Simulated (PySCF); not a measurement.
CH6N2O2Si2.
Numbering: `[O:1]=[C:2]([OH:3])[SiH:4]1[NH:5][SiH2:6][NH:7]1` (hydrogens: H8 on O3; H9 on Si4; H10 on N5; H11, H12 on Si6; H13 on N7)

Cartesian coordinates in Å at the PBE0-D3(BJ)/def2-SVP level; atoms count from 1:
```
atom  x, y, z in Å
O1     2.7535    1.1028   -0.8281
C2     1.7962    0.3843   -0.6837
O3     1.7563   -0.8640   -1.1760
Si4    0.1985    0.8906    0.2780
N5    -1.2956    0.4644   -0.5013
Si6   -1.7236   -0.7053    0.7276
N7    -0.2559   -0.2119    1.5426
H8     2.6074   -1.0123   -1.6248
H9     0.4270    2.3178    0.6389
H10   -1.6940    0.6952   -1.3988
H11   -2.9941   -0.4309    1.4690
H12   -1.7739   -2.1320    0.2804
H13    0.2020   -0.5185    2.3874
```

Method: PBE0-D3(BJ)/def2-SVP geometry optimisation, gas phase (PySCF).

Take the most abundant isotopes and a rigid rotor. The values belong to one conformer with, in the numbering `[O:1]=[C:2]([OH:3])[SiH:4]1[NH:5][SiH2:6][NH:7]1`, O1–C2–O3–H 0°, O1–C2–Si4–N5 136°.

Question: Give the principal moments of inertia and the rotational constants in MHz.

Answer: Ia = 123.13, Ib = 450.09, Ic = 473.71 u·Å²; 505379 MHz·u·Å²/I gives A = 4105, B = 1123, C = 1067 MHz.

Question: Classify the top.

Answer: A near-prolate asymmetric top. Ray's parameter κ = (2B − A − C)/(A − C) = -0.963; −1 is the prolate and +1 the oblate limit.

Question: What does the inertial defect say?

Answer: Not planar: Δ = Ic − Ia − Ib = -99.50 u·Å². For a rigid frame Δ = −2 Σ m c², so Σ m c² = 49.75 u·Å² lies off the ab plane: 9.77 from hydrogen and 39.98 from heavier atoms. The atom farthest from that plane is 2.20 Å away.

Question: Give the other two planar moments, Paa and Pbb, and the rms extents of the mass along the axes.

Answer: Paa = Σ m a² = (Ib + Ic − Ia)/2 = 400.34 and Pbb = Σ m b² = (Ia + Ic − Ib)/2 = 73.37 u·Å². With the mass M = 134.00 u, the rms extents √(P/M) along a, b and c are 1.73, 0.74, 0.61 Å.

Question: Which lines would a microwave search look for?

Answer: The dipole components are |μa| = 1.10 D, |μb| = 1.27 D, |μc| = 0.04 D. The squared components, which scale the intensities, stand as 0.74 : 1.00 : 0.00 (a : b : c). Some lines, for components of 0.1 D or more:

```
type  branch         J(Ka,Kc)    MHz  lower level (cm⁻¹)
   b       R  2(0,2) ← 1(1,1)   1397               0.172
   a       R  1(0,1) ← 0(0,0)   2190               0.000
   b       Q  3(1,2) ← 3(0,3)   3181               0.438
   a       R  2(0,2) ← 1(0,1)   4379               0.073
   a       R  3(0,3) ← 2(0,2)   6566               0.219
   a       R  3(2,1) ← 2(2,0)   6572               0.621
   b       R  2(1,2) ← 1(0,1)   7305               0.073
   b       R  3(1,3) ← 2(0,2)   9411               0.219
   b       R  2(2,1) ← 1(1,0)  13380               0.174
   b       Q  3(3,1) ← 3(2,2)  15049               0.840
   b       R  3(2,2) ← 2(1,1)  15514               0.322
```

Whether it is a minimum is left open (no frequencies). Zero-point vibration and centrifugal distortion are left out. Quadrupole hyperfine structure (14N) is left out.
